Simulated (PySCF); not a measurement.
PySCF 2.14 output of a UHF calculation on a single atom or ion in aug-cc-pwCVTZ (10s9p7d4f3g, 127 functions), with no relativity, point nucleus:

```
SCF conv_tol = 1e-09
number electrons alpha = 13  beta = 9
cycle= 1 E= -942.543312169611  delta_E= -0.00778  |g|= 0.0339  |ddm|= 0.0391
cycle= 2 E= -942.543537999788  delta_E= -0.000226  |g|= 0.00616  |ddm|= 0.0109
cycle= 3 E= -942.543546445345  delta_E= -8.45e-06  |g|= 0.000577  |ddm|= 0.011
cycle= 4 E= -942.54354655236  delta_E= -1.07e-07  |g|= 0.000205  |ddm|= 0.00319
cycle= 5 E= -942.543546572382  delta_E= -2e-08  |g|= 4.13e-05  |ddm|= 0.00209
cycle= 6 E= -942.543546574165  delta_E= -1.78e-09  |g|= 4.87e-06  |ddm|= 0.000938
cycle= 7 E= -942.543546574212  delta_E= -4.64e-11  |g|= 1.22e-06  |ddm|= 6.46e-05
converged SCF energy = -942.543546574212  <S^2> = 6.0025769  2S+1 = 5.0010306
```

The run itself started from symmetry-adapted Hartree-Fock orbitals and held the occupation by maximum overlap, so the iterations belong to that start.

Problem. Which element, charge and spin multiplicity is this?

Solution. V+ (vanadium, charge +1), multiplicity 5; the state was [Ar] 3d3 4p1, one real determinant (an excited configuration).

⟨L²⟩ = 14.04 against 20 for a pure G term, so this real determinant mixes terms.
